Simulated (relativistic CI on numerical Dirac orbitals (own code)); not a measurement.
Radial parameters of Rh⁴¹⁺

Calculated at this level of theory: Dirac-Coulomb-Breit CI, separate exchange-only KLI orbitals for each configuration, model QED, unscaled Slater integrals (own radial code, finite nucleus).

Slater integrals F^k, G^k are unscaled and averaged over j, outside the closed core 1s2; ζ comes from projecting the Hamiltonian with its Breit term on Σ l·s of the shell.

- 2s2p: G^1(2s,2p) = 877080, ζ(2p) = 893270 cm⁻¹; <r>(2s) = 0.1326, <r^2>(2s) = 0.02066, <r>(2p) = 0.1139, <r^2>(2p) = 0.01566 (bohr units).
- 2p²: F^2(2p,2p) = 836800, ζ(2p) = 888670 cm⁻¹; <r>(2p) = 0.114, <r^2>(2p) = 0.01571 (bohr units).
- 2p3s: ζ(2p) = 905880, G^1(2p,3s) = 90198 cm⁻¹; <r>(2p) = 0.1134, <r^2>(2p) = 0.01554, <r>(3s) = 0.3055, <r^2>(3s) = 0.1062 (bohr units).

Averages of the first 10 configurations, taken without configuration mixing, which lowers the lowest level and can move excited configurations by several eV; other configurations of the list can lie among them:

```tsv
Configuration	Parity	States	Average energy above the lowest level (eV)
2s²	even	1	9.5
2s2p	odd	12	210.4
2p²	even	15	447.4
2p3s	odd	12	3852.5
2p3p	even	36	3917.9
2s3s	even	4	3640.0
2s3p	odd	12	3708.2
2s3d	even	20	3755.2
2s4s	even	4	4886.3
2s4p	odd	12	4914.4
```
